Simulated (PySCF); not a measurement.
Species: C₃H₇FSSi.
Bonds: C1–C2 (double), C2–Si3, Si3–F4, C2–S5, S5–C6. Hydrogens: H7, H8 on C1; H9, H10 on Si3; H11, H12, H13 on C6.

Jobs on this species (13 atoms, 64 electrons) with PySCF (density fitting). Hardware of each: one thread, Arm Neoverse V1 (aarch64) (shared host). The host was shared with other jobs, so the times are rough. Peak memory is the resident size of the whole Python process, interpreter and libraries included.

```
                                                                 level and settings                                                          work  basis functions  SCF cycles  wall time  peak memory
delta-SCF UKS SCAN, def2-TZVP on the ionised atom, pcseg-1 elsewhere, spin-free X2C                                 ΔSCF core ionisation, 8 holes              146           ?          ?            ?
    delta-SCF UKS PBE0, pcX-2 on the ionised atom, pcseg-1 elsewhere, spin-free X2C                                 ΔSCF core ionisation, 8 holes              169           ?          ?            ?
      delta-SCF UKS HF, pcX-2 on the ionised atom, pcseg-1 elsewhere, spin-free X2C                                 ΔSCF core ionisation, 8 holes              169           ?          ?            ?
     delta-SCF UKS PBE, pcX-2 on the ionised atom, pcseg-1 elsewhere, spin-free X2C                                 ΔSCF core ionisation, 8 holes              169         130       35 s     0.63 GiB
 delta-SCF UKS SCAN, pcX-2 on the ionised atom, pcseg-1 elsewhere, non-relativistic                                 ΔSCF core ionisation, 8 holes              169         134       62 s     0.62 GiB
    delta-SCF UKS SCAN, pcX-1 on the ionised atom, pcseg-1 elsewhere, spin-free X2C                                 ΔSCF core ionisation, 8 holes              149         134       49 s     0.50 GiB
    delta-SCF UKS SCAN, pcX-2 on the ionised atom, pcseg-1 elsewhere, spin-free X2C                                 ΔSCF core ionisation, 8 holes              169         135       59 s     0.60 GiB
   delta-SCF UKS B3LYP, pcX-2 on the ionised atom, pcseg-1 elsewhere, spin-free X2C                                 ΔSCF core ionisation, 8 holes              169         119       79 s     0.73 GiB
                                                 PBE0-D3(BJ)/def2-SVP, grid level 1  geometry optimisation from a GFN2-xTB start shaken at random              127          40       41 s     0.53 GiB
```

Q: Fill in the missing figures.

A: 
- delta-SCF UKS SCAN, def2-TZVP on the ionised atom, pcseg-1 elsewhere, spin-free X2C; ΔSCF core ionisation, 8 holes: 59 s, 0.51 GiB, 136 SCF cycles
- delta-SCF UKS PBE0, pcX-2 on the ionised atom, pcseg-1 elsewhere, spin-free X2C; ΔSCF core ionisation, 8 holes: 75 s, 0.74 GiB, 116 SCF cycles
- delta-SCF UKS HF, pcX-2 on the ionised atom, pcseg-1 elsewhere, spin-free X2C; ΔSCF core ionisation, 8 holes: 47 s, 0.66 GiB, 117 SCF cycles

Q: What do all jobs in the table cost together?

A: About 8.4 min; the longest takes about 16 % of that, and about 2.3 times as long as the shortest.
